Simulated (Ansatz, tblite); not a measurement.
Isomers of Cd$_{2}$O$_{2}$⁻ (doublet), found by a short tight-binding search and relaxed with PBE0-D4/def2-TZVPD in Ansatz.

In the def2 sets Cd takes a core potential; there is no spin–orbit coupling. The xTB rows come from tblite.

Run but left out: HF/def2-SVPD, MP2/def2-SVPD, CCSD/def2-SVPD, CCSD(T)/def2-SVPD (A: ⟨S²⟩ 1.58, where a pure state has 0.75).

A: At PBE-D4/def2-TZVPD the highest occupied level of the charge -1 doublet lies above zero (up to 0.08 eV). It is a level of α spin, whose loss leaves a singlet; that state wasn't run at this geometry and level. The electron is either unbound and held by the finite basis, or the level is raised by self-interaction error.

Other spin states were run for one of them alone.

A:

```csv
atom,x (Å),y (Å),z (Å)
Cd1,-0.0030,0.8449,1.1125
Cd2,0.0029,-0.8448,-1.1125
O3,1.0429,0.9561,-0.7233
O4,-1.0428,-0.9562,0.7233
```

B:

```xyz
4

Cd    0.272   -2.003   -1.901
Cd   -0.079    0.667    0.600
O    -0.238   -1.164    0.018
O     0.045    2.500    1.283
```

Estimate their order by electronic energy at CAM-B3LYP-D4/def2-TZVPD, counted from the lowest.

B (0.00) < A (0.56), in eV.

Do the other levels pick the same lowest one?

Not GFN2-xTB. Energies above each level's lowest (eV):

```tsv
level	A	B
GFN1-xTB	0.35	0.00
GFN2-xTB	0.00	0.69
PBE-D4/def2-TZVPD	0.58	0.00
r2SCAN-D4/def2-TZVPD	0.47	0.00
PBE0-D4/def2-TZVPD	0.49	0.00
CAM-B3LYP-D4/def2-TZVPD	0.56	0.00
```
Point groups (tolerance 0.1 Å): A D2h, B Cs. Lower isomers may exist.
